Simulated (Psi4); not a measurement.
CH2N (SMILES C=[N]), doublet, at a GFN2-xTB geometry; BLYP/cc-pVDZ (Psi4).

The Psi4 input:
```
memory 2 GB

molecule mol {
0 2
C    -0.473210    0.104653   -0.011369
N     0.711445   -0.157341    0.017092
H    -1.268114   -0.649840    0.041453
H    -0.872745    1.123304   -0.092886
}

set {
  basis cc-pvdz
  reference uks
  scf_type pk
  puream true
  d_convergence 1e-8
  dft_radial_points 99
  dft_spherical_points 590
}

energy('blyp')
print_variables()
```

It wrote (shortened):

```
   => Loading Basis Set <=

    Name: CC-PVDZ
    Role: ORBITAL
    Keyword: BASIS

         ---------------------------------------------------------
                                   SCF
               by Justin Turney, Rob Parrish, Andy Simmonett
                          and Daniel G. A. Smith
                              UKS Reference
         ---------------------------------------------------------

  ==> Geometry <==

    Molecular point group: c1
    Full point group: C1

    Geometry (in Angstrom), charge = 0, multiplicity = 2:

       Center              X                  Y                   Z               Mass
    ------------   -----------------  -----------------  -----------------  -----------------
         C           -0.549098027206     0.121436519289    -0.013191962240    12.000000000000
         N            0.635556972794    -0.140557480711     0.015269037760    14.003074004430
         H           -1.344002027206    -0.633056480711     0.039630037760     1.007825032230
         H           -0.948633027206     1.140087519289    -0.094708962240     1.007825032230

  Running in c1 symmetry.

  Rotational constants: A =     10.08120  B =      1.34720  C =      1.18839 [cm^-1]
  Rotational constants: A = 302226.74432  B =  40388.00850  C =  35627.00151 [MHz]
  Nuclear repulsion =   28.022847600859905

  Charge       = 0
  Multiplicity = 2
  Electrons    = 15
  Nalpha       = 8
  Nbeta        = 7

  ==> Algorithm <==

  SCF Algorithm Type is PK.
  DIIS enabled.
  MOM disabled.
  Fractional occupation disabled.
  Guess Type is SAD.
  Energy threshold   = 1.00e-06
  Density threshold  = 1.00e-08
  Integral threshold = 1.00e-12

  ==> Primary Basis <==

  Basis Set: CC-PVDZ
    Blend: CC-PVDZ
    Number of shells: 18
    Number of basis functions: 38
    Number of Cartesian functions: 40
    Spherical Harmonics?: true
    Max angular momentum: 2

  ==> DFT Potential <==

   => LibXC <=

    Version 7.1.2
    S. Lehtola, C. Steigemann, M. J. T. Oliveira, and M. A. L. Marques,  SoftwareX 7, 1–5 (2018) (10.1016/j.softx.2017.11.002)

   => Composite Functional: BLYP <=

    BLYP GGA Exchange-Correlation Functional

    P.J. Stephens et. al., J. Phys. Chem., 98, 11623-11627, 1994
    B. Miehlich et. al., Chem. Phys. Lett., 157(3), 200-206 1989

    Deriv               =              1
    GGA                 =           TRUE
    Meta                =          FALSE

    Exchange Hybrid     =          FALSE
    MP2 Hybrid          =          FALSE

   => Exchange Functionals <=

    1.0000     XC_GGA_X_B88

   => Correlation Functionals <=

    1.0000     XC_GGA_C_LYP

   => LibXC Density Thresholds  <==

    XC_GGA_C_LYP:  1.00E-14
    XC_GGA_X_B88:  1.00E-15

   => Molecular Quadrature <=

    Radial Scheme          =       TREUTLER
    Pruning Scheme         =           NONE
    Nuclear Scheme         =       TREUTLER

    Blocking Scheme        =         OCTREE
    BS radius alpha        =              1
    Pruning alpha          =              1
    Radial Points          =             99
    Spherical Points       =            590
    Total Points           =         223568
    Total Blocks           =           1692
    Max Points             =            255
    Max Functions          =             38
    Weights Tolerance      =       1.00E-15

  ==> Integral Setup <==

  Using in-core PK algorithm.
   Calculation information:
      Number of atoms:                   4
      Number of AO shells:              18
      Number of primitives:             54
      Number of atomic orbitals:        40
      Number of basis functions:        38

      Integral cutoff                 1.00e-12
      Number of threads:                 1

  Performing in-core PK
  Using 549822 doubles for integral storage.
  We computed 14706 shell quartets total.
  Whereas there are 14706 unique shell quartets.

  ==> DiskJK: Disk-Based J/K Matrices <==

    J tasked:                  Yes
    K tasked:                   No
[...]

  SCF Guess: Superposition of Atomic Densities via on-the-fly atomic UHF (no occupation information).

   -------------------------
    Irrep   Nso     Nmo
   -------------------------
     A         38      38
   -------------------------
    Total      38      38
   -------------------------

  ==> Iterations <==

                        Total Energy        Delta E     RMS |[F,P]|

   @UKS iter SAD:   -93.54007052760832   -9.35401e+01   0.00000e+00
   @UKS iter   1:   -93.78998135805884   -2.49911e-01   1.37725e-02 ADIIS/DIIS
   @UKS iter   2:   -93.69075953784031    9.92218e-02   1.77629e-02 ADIIS/DIIS
   @UKS iter   3:   -93.93172227067745   -2.40963e-01   5.14105e-03 ADIIS/DIIS
   @UKS iter   4:   -93.94916220417649   -1.74399e-02   1.70169e-03 ADIIS/DIIS
   @UKS iter   5:   -93.95111344500066   -1.95124e-03   1.56043e-04 ADIIS/DIIS
   @UKS iter   6:   -93.95114281381657   -2.93688e-05   3.03335e-05 DIIS
   @UKS iter   7:   -93.95114566912960   -2.85531e-06   9.49225e-06 DIIS
   @UKS iter   8:   -93.95114597006828   -3.00939e-07   2.49893e-06 DIIS
   @UKS iter   9:   -93.95114598191276   -1.18445e-08   4.60630e-07 DIIS
   @UKS iter  10:   -93.95114598216509   -2.52328e-10   3.65928e-08 DIIS
   @UKS iter  11:   -93.95114598216723   -2.14584e-12   7.65633e-09 DIIS
  Energy and wave function converged.

  ==> Post-Iterations <==

   Electrons on quadrature grid:
      Nalpha   =    8.0000000020 ; deviation = 1.954e-09
      Nbeta    =    7.0000000060 ; deviation = 5.991e-09
      Ntotal   =   15.0000000079 ; deviation = 7.945e-09

   @Spin Contamination Metric:   5.837222354E-03
   @S^2 Expected:                7.500000000E-01
   @S^2 Observed:                7.558372224E-01
   @S   Expected:                5.000000000E-01
   @S   Observed:                5.000000000E-01

    Orbital Energies [Eh]
    ---------------------

    Alpha Occupied:

[...]
    Alpha Virtual:

[...]
    Beta Occupied:

[...]
       7A     -0.296433

    Beta Virtual:

[...]
      38A      2.741594

    Final Occupation by Irrep:
              A
    DOCC [     7 ]
    SOCC [     1 ]
    NA   [     8 ]
    NB   [     7 ]

  @UKS Final Energy:   -93.95114598216723

   => Energetics <=

    Nuclear Repulsion Energy =             28.0228476008599046
    One-Electron Energy =                -181.6039220733316029
    Two-Electron Energy =                  72.6137358283601202
    DFT Exchange-Correlation Energy =     -12.9838073380556551
    Empirical Dispersion Energy =           0.0000000000000000
    VV10 Nonlocal Energy =                  0.0000000000000000
    Total Energy =                        -93.9511459821672332

  UHF NO Occupations:
  HONO-2 :    6  A 1.9994296
  HONO-1 :    7  A 1.9983353
  HONO-0 :    8  A 1.0000000
  LUNO+0 :    9  A 0.0016647
  LUNO+1 :   10  A 0.0005704
  LUNO+2 :   11  A 0.0004517
  LUNO+3 :   12  A 0.0001815

Computation Completed

Properties will be evaluated at   0.000000,   0.000000,   0.000000 [a0]

Properties computed using the SCF density matrix

 Multipole Moments:

 ------------------------------------------------------------------------------------
     Multipole            Electronic (a.u.)      Nuclear  (a.u.)        Total (a.u.)
 ------------------------------------------------------------------------------------

 L = 1.  Multiply by 2.5417464519 to convert [e a0] to [Debye]
 Dipole X            :          1.3072477           -2.1511214           -0.8438737
 Dipole Y            :         -0.2891064            0.4757344            0.1866280
 Dipole Z            :          0.0314056           -0.0516792           -0.0202735
 Magnitude           :                                                    0.8645021

 ------------------------------------------------------------------------------------

  Variable Map:
  ----------------------------------------------------------------------------
[...]
  Array Variable Map:
  ----------------------------------------------------------------------------
[...]
[...]
```
